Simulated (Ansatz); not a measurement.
Ansatz (a quantum-chemistry and plane-wave program) input:

Ansatz 0.2 input:
```yaml
crystal:
  periodic: [false, false, false]
  atoms:
    - {symbol: O, position_ang: [-2.00621317, -0.02933085, -0.28164273]}
    - {symbol: B, position_ang: [-0.75476559, -0.00010601, -0.10719422]}
    - {symbol: B, position_ang: [0.75629126, 0.02655828, 0.11151581]}
    - {symbol: O, position_ang: [2.00456601, 0.03438886, 0.30951661]}
basis:
  gaussian:
    orbitals: def2-TZVP
hamiltonian:
  xc: b3lyp
  dispersion: d3bj
total_charge: -1
magnetization: {spin_polarized: true, initial_magnetization: 1}
relax: {f_tol: 0.002, max_steps: 150}
```

Question: Predict the final energy.

Answer: -200.34769 Eh (B3LYP-D3(BJ)/def2-TZVP). The basis has 124 functions.
